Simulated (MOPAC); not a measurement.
Input for MOPAC: AM1 on BeB, 2S+1 = 2, a spin state set in the input, which need not be the lowest, a point of a bond scan (R = 1.815 Å).

```
AM1 1SCF PRECISE CHARGE=0 UHF MS=0.5 THREADS=1
BBe

Be     0.00000000 1     0.00000000 1     0.00000000 1
B      0.00000000 1     0.00000000 1     1.81530600 1
```

Output:

```
*******************************************************************************
 **                                                                           **
 **                              MOPAC v23.2.5                                **
 **                                                                           **
 *******************************************************************************
 ** MOPAC's Digital Object Identifier: https://doi.org/10.5281/zenodo.6511958 **
 **                                                                           **
 ** Please cite the open-source release paper for use of this MOPAC version:  **
 ** J. E. Moussa and J. J. P. Stewart (2026)                                  **
 ** MOPAC: An open-source semiempirical molecular orbital program             **
 ** J. Open Source Softw., 11(119), 8025, https://doi.org/10.21105/joss.08025 **
 *******************************************************************************

                              AM1 CALCULATION RESULTS

 *******************************************************************************
 *  AM1        - The AM1 Hamiltonian to be used
 *  UHF        - UNRESTRICTED HARTREE-FOCK CALCULATION
 *
 *
 *
 *                 CHARGE ON SYSTEM = 0
 *
 *
 *
 *  MS=        - IN MECI, MAGNETIC COMPONENT OF SPIN =  0.5
 *  PRECISE    - TIGHTER CRITERIA TO BE USED
 *  1SCF       - DO 1 SCF AND THEN STOP
 *  THREADS=1  - MULTI-THREADING NOT USED
 *  T=         - A TIME OF 172800.0 SECONDS REQUESTED
 *  DUMP=N     - RESTART FILE WRITTEN EVERY 7200.0 SECONDS REQUESTED
 *******************************************************************************
AM1 1SCF PRECISE CHARGE=0 UHF MS=0.5 THREADS=1
 BBe

   ATOM   CHEMICAL          X               Y               Z
  NUMBER   SYMBOL      (ANGSTROMS)     (ANGSTROMS)     (ANGSTROMS)

     1      Be          0.00000000  *   0.00000000  *   0.00000000  *
     2       B          0.00000000  *   0.00000000  *   1.81530600  *



          CARTESIAN COORDINATES

    NO.       ATOM           X           Y           Z

     1        Be          0.0000      0.0000      0.0000
     2         B          0.0000      0.0000      1.8153

 Be: (AM1): J. J. P. STEWART, J. MOL. MOD., 10, 155-164 (2004)
  B: (AM1): M.J.S. DEWAR ET AL, ORGANOMETALLICS, 7, 513-521 (1988)

           Empirical Formula: Be B  =     2 atoms



      MOLECULAR POINT GROUP   :   C*v


          UHF CALCULATION, NO. OF ALPHA ELECTRONS =    3
                           NO. OF BETA  ELECTRONS =    2

 -------------------------------------------------------------------------------
 AM1 1SCF PRECISE CHARGE=0 UHF MS=0.5 THREADS=1
 BBe



     1SCF WAS SPECIFIED, SO BFGS WAS NOT USED
     SCF FIELD WAS ACHIEVED


                              AM1 CALCULATION
                                                       MOPAC v23.2.5 Linux




          FINAL HEAT OF FORMATION =        489.68641 KCAL/MOL =    2048.84793 KJ/MOL


          COSMO AREA              =         80.62 SQUARE ANGSTROMS
          COSMO VOLUME            =         64.58 CUBIC ANGSTROMS

          IONIZATION POTENTIAL    =          6.237758 EV
          ALPHA SOMO LUMO (EV)    =         -6.238  0.560
          BETA  SOMO LUMO (EV)    =         -8.271  0.919
          NO. OF ALPHA ELECTRONS  =          3
          NO. OF BETA  ELECTRONS  =          2
          MOLECULAR WEIGHT        =         19.8222         POINT GROUP:  C*v

          MOLECULAR DIMENSIONS (Angstroms)

            Atom       Atom       Distance
            B     2   Be     1     1.81531
            B     2   Be     1     0.00000
           Be     1    B     2     0.00000


          SCF CALCULATIONS        =          1





   ATOM   CHEMICAL          X               Y               Z
  NUMBER   SYMBOL      (ANGSTROMS)     (ANGSTROMS)     (ANGSTROMS)

     1      Be          0.00000000  *   0.00000000  *   0.00000000  *
     2       B          0.00000000  *   0.00000000  *   1.81530600  *

                             CARTESIAN COORDINATES

   1   Be        0.000000000     0.000000000     0.000000000
   2    B        0.000000000     0.000000000     1.815306000


           Empirical Formula: Be B  =     2 atoms



      MOLECULAR POINT GROUP   :   C*v


          ALPHA EIGENVALUES
 -18.85908  -8.39634  -6.23776   0.56007   0.76407   2.82498   3.73354   3.84407


           BETA EIGENVALUES
 -17.28662  -8.27103   0.91899   1.09598   1.18573   3.62416   3.73096   3.81972


              NET ATOMIC CHARGES AND DIPOLE CONTRIBUTIONS

  ATOM NO.   TYPE          CHARGE      No. of ELECS.   s-Pop       p-Pop
    1         Be          -0.154598        2.1546     1.88484     0.26975
    2          B           0.154598        2.8454     1.85299     0.99242
 DIPOLE           X         Y         Z       TOTAL
 POINT-CHG.     0.000     0.000     1.348     1.348
 HYBRID         0.000    -0.000     0.887     0.887
 SUM            0.000    -0.000     2.235     2.235


          ATOMIC ORBITAL ELECTRON POPULATIONS

     Atom    s        px        py        pz
    1 Be   1.88484   0.11285   0.00000   0.15691
    2  B   1.85299   0.88715   0.00000   0.10526


                    (SZ)    =    0.500000
                    (S**2)  =    0.770628


          ATOMIC ORBITAL SPIN POPULATIONS

    Atom   Total    s     px     py     pz
         Atomic
    1 Be  0.0462 -0.022  0.113  0.000 -0.044
    2  B  0.9538  0.029  0.887  0.000  0.038

 **********************
 *                    *
 * JOB ENDED NORMALLY *
 *                    *
 **********************




 == MOPAC DONE ==
```

The run finished.

Cost: about 0.020 core-seconds (a rough figure).
